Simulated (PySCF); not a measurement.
**How methods differ on the excitation energy of Xe**

Xe [Xe] (1S) → Xe [Kr] 4d10 5s1 5p6 5d1 (3D), as a difference of total energies. Calculation: PySCF 2.14, in aug-cc-pVTZ-PP with ECP28MDF (6s5p4d2f, 55 functions); scalar relativity through the core potential. Correlated levels: valence: 4s2 4p6 4d10 frozen. The calculations carry no spin-orbit coupling.

| method | excitation energy (cm⁻¹) |
| --- | --- |
| UHF | 204820 |
| LDA | 185380 |
| PBE | 183020 |
| PBE0 | 189660 |
| r2SCAN | 188650 |
| r2SCAN0 | 193280 |
| wB97M-V | 193020 |
| CAM-B3LYP | 193080 |
| B2PLYP | 189630 |
| MP2 (valence) | 191590 |
| SCS-MP2 (valence) | 189500 |

The upper state lies above the first ionisation limit, where it may autoionise and the basis confines it.

The promoted electron is Rydberg-like, and one or two diffuse shells describe it only roughly, which tends to raise the upper state.

In the upper state the promoted electron has a positive orbital energy at LDA, PBE, PBE0, r2SCAN, r2SCAN0, so the basis confines it.
